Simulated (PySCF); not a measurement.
An unknown shows these calculated signals:

$^{1}$H NMR (400 MHz, computed): δ 12.33 (m, 1H), 2.04 (m, 2H), 1.67 (m, 1H), 1.46 (m, 2H), 1.41 (m, 2H), 0.97 (t, 3H).

$^{13}$C{$^{1}$H} NMR (computed): δ 248.0 (CH), 38.2 (CH2), 33.3 (CH2), 30.0 (CH), 14.5 (CH3).

[PySCF 2.14.0 with density-fitted response routines: structure optimised with GFN2-xTB; shielding tensors at PBE0/pcSseg-1 (GIAO); one conformer; equivalent nuclei averaged; non-relativistic; isolated molecule]

References, each an isolated molecule treated in the same way: $^{1}$H (σ = 31.72 ppm) and $^{13}$C (σ = 186.93 ppm) against TMS.

Which of these does the molecule contain: a nitrile, a CH3CH2 unit, an amide, a carboxylic acid?

Results:


- A nitrile: no.
- A CH3CH2 unit: yes (δC 14.5, 38.2; δH 0.97 (t), 1.41 (m)).
- An amide: no.
- A carboxylic acid: no.

The data belong to `InChI=1S/C6H11FOSi/c1-2-6-3-9(7,4-6)5-8/h5-6H,2-4H2,1H3/t6-,9+`; they needn't prove each group on their own.

Carbon signals by region: 1 in the far downfield region (above 160 ppm), 4 below 50 ppm. Above 160 ppm: 248.0, carbonyl carbon.

Splittings by $^{19}$F in the carbon and heteronuclear signals aren't shown, as no couplings were computed. Shifts are as computed. Against solution values, carbons near 30 ppm lie about +3 ppm off and those near 130 ppm about +5 ppm. Of 1309 compounds with measured shifts, 239 miss one by over three times the rms of a fit or turn the order of signals round; such compounds aren't used in these exercises. Multiplicities follow the n + 1 count of equivalent neighbours, as no J values were calculated; m marks all less simple cases, F and P coupling included.
